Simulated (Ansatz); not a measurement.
[MoO3(OH)]- (MoO4H⁻). The state is a singlet with charge -1. Geometry PBE0-D4/def2-SVPD.

```xyz
6

Mo    0.0534    0.3392   -0.3160
O     1.5275    1.1448   -0.6854
O    -0.5748   -0.4546   -1.7089
O    -1.1185    1.4500    0.2825
O     0.4312   -0.9849    1.0561
H    -0.3189   -1.4946    1.3717
```

In the def2 sets Mo takes a core potential; there is no spin–orbit coupling. B3LYP takes the VWN-RPA correlation.

Q: Estimate the orbital energies around the gap (eV) in Ansatz with PBE-D4/def2-SVPD, PBE-D4/def2-TZVPD, r2SCAN-D4/def2-TZVPD, B97M-V/def2-TZVPD, B3LYP-D4/def2-TZVPD.

A: 
| orbital | PBE-D4/def2-SVPD | PBE-D4/def2-TZVPD | r2SCAN-D4/def2-TZVPD | B97M-V/def2-TZVPD | B3LYP-D4/def2-TZVPD |
| --- | --- | --- | --- | --- | --- |
| HOMO−9 | -4.78 | -4.67 | -5.07 | -5.17 | -6.19 |
| HOMO−8 | -4.77 | -4.67 | -5.05 | -5.10 | -6.17 |
| HOMO−7 | -4.64 | -4.54 | -4.90 | -4.92 | -6.02 |
| HOMO−6 | -3.89 | -3.79 | -4.12 | -4.19 | -5.19 |
| HOMO−5 | -3.32 | -3.23 | -3.58 | -3.68 | -4.64 |
| HOMO−4 | -2.79 | -2.71 | -3.07 | -3.17 | -4.13 |
| HOMO−3 | -2.46 | -2.37 | -2.65 | -2.72 | -3.64 |
| HOMO−2 | -1.95 | -1.86 | -2.16 | -2.26 | -3.18 |
| HOMO−1 | -1.92 | -1.83 | -2.13 | -2.22 | -3.13 |
| HOMO | -1.69 | -1.59 | -1.91 | -2.00 | -2.92 |
| LUMO | 2.78 | 2.69 | 3.06 | 2.77 | 3.00 |
| LUMO+1 | 2.96 | 3.02 | 3.27 | 3.13 | 3.51 |
| LUMO+2 | 3.05 | 3.16 | 3.31 | 3.29 | 3.66 |
| LUMO+3 | 4.04 | 3.80 | 4.29 | 3.85 | 4.03 |
| LUMO+4 | 4.27 | 4.01 | 4.49 | 4.06 | 4.21 |
| LUMO+5 | 4.44 | 4.06 | 4.55 | 4.10 | 4.25 |
